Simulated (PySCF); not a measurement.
C5H9B, SMILES C#CB(C)CC.

Coordinates come from a B3LYP-D3(BJ)/def2-SVP optimisation. The structure was generated by enumeration, and PubChem lists no compound with its InChIKey, so it may never have been made. One conformer was computed; it need not be the lowest.

Two levels are set side by side: TDA-PBE/def2-SVPD (PySCF) and TDA-PBE0/def2-SVPD (PySCF). Vertical, same geometry. The lowest singlet is HOMO→LUMO 100 % with PBE and HOMO→LUMO 98 % with the other functional; states are paired by order. Differences are taken from unrounded values.

| quantity | TDA-PBE0 | TDA-PBE | TDA-PBE minus TDA-PBE0 |
|---|---|---|---|
| lowest singlet excitation (eV) | 4.44 | 4.14 | -0.30 |
| lowest triplet excitation (TDA) (eV) | 4.06 | 3.82 | -0.24 |

Functionals without exact exchange tend to place singlet excitations lower, as here. Differences between two approximate levels are no errors against the true value.

Rough cost on one machine, each run with all the roots and properties that it gave: TDA-PBE0 against TDA-PBE about 2 times.
